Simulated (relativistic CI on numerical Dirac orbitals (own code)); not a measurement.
Re⁶⁺ (5d) in a crystal field

Calculated by Dirac-Coulomb-Breit CI, KLI orbitals optimised for each configuration, model QED, valence Slater integrals scaled by 0.85, one configuration in a parametric crystal field (own radial code).

Field parameters in Wybourne normalisation: Oh B⁴₀ = 21Dq, B⁴₄ = √(5/14) B⁴₀. The field is a parameter set, without covalency.

S is read from ⟨S²⟩ = S(S + 1).

Powder χT (cm³ K mol⁻¹) by Van Vleck's formula, with temperature-independent terms:

```tsv
Field	2 K	5 K	10 K	20 K	50 K	100 K	200 K	300 K
Oh, 10Dq = 10000 cm⁻¹	0.166	0.166	0.166	0.167	0.168	0.17	0.175	0.179
Oh, 10Dq = 18000 cm⁻¹	0.0879	0.0881	0.0884	0.089	0.0908	0.0939	0.1	0.106
Oh, 10Dq = 25950 cm⁻¹	0.052	0.0522	0.0526	0.0533	0.0553	0.0588	0.0657	0.0726
Oh, 10Dq = 33950 cm⁻¹	0.0338	0.034	0.0344	0.0351	0.0373	0.0409	0.0482	0.0555
Oh, 10Dq = 41950 cm⁻¹	0.0236	0.0238	0.0242	0.0249	0.0272	0.031	0.0385	0.046
```

(1) For Oh, 10Dq = 41950 cm⁻¹: what effective moment follows at 300 K?

Answers

(1) μ_eff = √(8χT) = 0.61 μB. The ground level has S = 0.50; the spin-only moment for S = 1/2 is 1.73 μB. The difference comes from the orbital moment, spin-orbit mixing of terms and temperature-independent paramagnetism, all larger in this ionic model than in covalent complexes.
